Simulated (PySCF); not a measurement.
F4S.

```xyz
5

F      1.2335     0.0000     0.6222
S      0.0000     0.0000    -0.3903
F      0.0000    -1.6679    -0.2753
F      0.0000     1.6679    -0.2753
F     -1.2335     0.0000     0.6222
```

The structure is a stationary point at TPSSh-D3(BJ)/def2-SVP.

Computed with PBE/pcSseg-2 (PySCF). Non-relativistic, no solvent.

Computed absolute GIAO shielding of each atom: isotropic value and principal components (ppm):
```
atom  σ(iso)     σ11   σ22    σ33   span
----  ------  ------  ----  -----  -----
F1      64.6   -82.3   6.5  269.5  351.8
S2     -71.6  -303.1  11.9   76.4  379.4
F3      20.2  -159.7   0.8  219.5  379.2
F4      20.2  -159.7   0.8  219.5  379.2
F5      64.6   -82.3   6.5  269.5  351.8
```
